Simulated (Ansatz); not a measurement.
Input and output for C3H9FSi (`C[SiH2]CCF`).

```yaml
crystal:
  periodic: [false, false, false]
  atoms:
    - {symbol: C, position_ang: [-1.161845, 1.553210, 0.547682]}
    - {symbol: Si, position_ang: [0.335757, 0.516004, 0.956126]}
    - {symbol: C, position_ang: [0.327914, -1.168839, 0.103135]}
    - {symbol: C, position_ang: [0.611845, -1.128829, -1.378379]}
    - {symbol: F, position_ang: [-0.286571, -0.285294, -2.022584]}
    - {symbol: H, position_ang: [-1.130231, 2.507157, 1.079090]}
    - {symbol: H, position_ang: [-2.080391, 1.036106, 0.836135]}
    - {symbol: H, position_ang: [-1.207181, 1.751453, -0.524488]}
    - {symbol: H, position_ang: [0.397512, 0.274785, 2.426429]}
    - {symbol: H, position_ang: [1.586069, 1.227863, 0.561263]}
    - {symbol: H, position_ang: [1.096142, -1.787840, 0.580893]}
    - {symbol: H, position_ang: [-0.630246, -1.666292, 0.288234]}
    - {symbol: H, position_ang: [1.616940, -0.744917, -1.580038]}
    - {symbol: H, position_ang: [0.511390, -2.113868, -1.844498]}
basis:
  gaussian: {orbitals: STO-3G, fitting: {mean_field: def2-universal-jkfit}, final_grid: {core_spheres: 8, valence_spheres: 7, degree: 23}}
hamiltonian: {xc: {name: HF}}
correlation: {method: ccsdt}
accuracy: high
scf: {lower_state_search: off}
```

```sh
$ ansatz run in.yaml --threads 4 --pin off --events-out ev --progress --plain --max-ram 10444MiB
```

Output, abridged:

```
Functional definition: HF
592 factors; integrals over basis functions are off by at most 7.5e-3 eV
mean field evaluation 1: about -13634.1727 eV, gradient 2.3e1 eV
mean field evaluation 2: about -13636.1893 eV, gradient 6.0e0 eV
mean field evaluation 4: about -13636.3150 eV, gradient 1.8e-1 eV
mean field -13636.31516960 eV, -501.1253394565 hartree, gradient 2.0e-8 eV, S^2 0.000000; 0 other end points of the search recorded, 0 dependent functions left out
9 core orbitals not correlated: weight in the atoms' cores, before any rotation towards them, 1.000 or more for the frozen orbitals, at most 0.000 for the correlated occupied ones
reference -13636.31516960 eV, -501.1253394565 hartree; 16, 16 occupied and 13, 13 virtual orbitals, 592 factors
second order -5.70913634 eV of doubles, -0.00000000 eV of singles
cycle   1  -6.99448504 eV  change    -1.3e0 eV  update   8.7e-2
cycle   2  -7.66561235 eV  change   -6.7e-1 eV  update   3.4e-2
cycle   3  -7.72237022 eV  change   -5.7e-2 eV  update   9.7e-3
cycle   4  -7.73448756 eV  change   -1.2e-2 eV  update   3.0e-3
cycle   5  -7.73657882 eV  change   -2.1e-3 eV  update   1.0e-3
cycle   6  -7.73639349 eV  change    1.9e-4 eV  update   3.0e-4
cycle   7  -7.73627294 eV  change    1.2e-4 eV  update   9.1e-5
cycle   8  -7.73625585 eV  change    1.7e-5 eV  update   3.1e-5
cycle   9  -7.73626573 eV  change   -9.9e-6 eV  update   1.2e-5
cycle  10  -7.73626795 eV  change   -2.2e-6 eV  update   3.8e-6
cycle  11  -7.73626669 eV  change    1.3e-6 eV  update   1.5e-6
cycle  12  -7.73626669 eV  change    5.6e-9 eV  update   6.9e-7
cycle  13  -7.73626629 eV  change    4.0e-7 eV  update   2.6e-7
cycle  14  -7.73626633 eV  change   -4.0e-8 eV  update   1.2e-7
cycle  15  -7.73626642 eV  change   -9.2e-8 eV  update   5.8e-8
cycle  16  -7.73626646 eV  change   -4.7e-8 eV  update   3.0e-8
cycle  17  -7.73626650 eV  change   -3.1e-8 eV  update   1.6e-8
cycle  18  -7.73626651 eV  change   -1.5e-8 eV  update   6.6e-9
cycle  19  -7.73626652 eV  change   -6.6e-9 eV  update   4.8e-9
cycle  20  -7.73626652 eV  change   -2.1e-9 eV  update   2.1e-9
Total energy: -13644.05143612 eV, -501.4096420073 hartree
Checks for a lower state left out: stability, starts, cluster_reference, orbital_swaps, neighbouring_geometries, increment
```

It took 3.4 s on 4 threads of an Arm Neoverse V2 on a shared host, with 0.22 GiB of host memory at the peak.
